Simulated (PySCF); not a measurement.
Delta-SCF ions had no search for a lower state. Excitations are Tamm–Dancoff values on a coarser integration grid. The basis has no diffuse functions, so Rydberg states are missing or too high.

Z-matrix (Å, degrees):
```
Si
O 1 1.6442
H 2 0.9586 1 117.20
H 1 1.4831 2 106.57 3 178.46
H 1 1.4878 4 110.69 2 -121.49
C 1 1.8887 4 109.22 5 -118.72
H 6 1.0952 1 111.83 4 -58.58
H 6 1.0958 7 107.93 1 -123.80
F 6 1.3981 7 107.83 8 -116.63
```
Charge 0, spin multiplicity 1.

Q: What is the computed HOMO–LUMO gap, brightest of the four lowest singlets (TDA) and vertical ionisation energy (Delta-SCF) (PBE0-D4/def2-TZVP in PySCF)?

A: 
```
Property                                       Result
-------------------------------------------  --------
HOMO–LUMO gap                                 8.51 eV
brightest of the four lowest singlets (TDA)   8.42 eV
vertical ionisation energy (Delta-SCF)       10.63 eV
```
